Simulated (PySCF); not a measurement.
Cl2FISi. Atoms are numbered in the order given.

```xyz
5

F     -1.1268    -1.8720     0.0000
Si    -0.8546    -0.2887     0.0000
Cl    -1.7238     0.4915     1.6645
Cl    -1.7238     0.4915    -1.6645
I      1.5229     0.0789     0.0000
```
Charge 0, spin multiplicity 1.

Geometry: PBE0-D3(BJ)/def2-SVP. This is a generated structure with no PubChem entry under its InChIKey; it may be hypothetical. The def2 effective core potentials stand for the cores of I; spin–orbit coupling is left out.

These are r2SCAN/def2-TZVP (PySCF) values and carry that method's errors.

ESP charges are fitted to the potential on shells at 1.4 to 2.0 van der Waals radii. Atomic charges (e):

```tsv
atom	Löwdin	Mulliken	ESP fit
F1	0.02	-0.28	-0.04
Si2	-0.86	0.72	-0.10
Cl3	0.29	-0.18	0.04
Cl4	0.29	-0.18	0.04
I5	0.24	-0.08	0.07
```

Task: Give the Mayer and Wiberg (Löwdin basis) orders of the bonds. (An estimate is asked for; the answer gives what the named calculation found.)

Result: 
```tsv
bond	Mayer	Wiberg
F1–Si2	1.14	1.73
Si2–Cl3	1.22	1.90
Si2–Cl4	1.22	1.90
Si2–I5	1.22	1.74
```
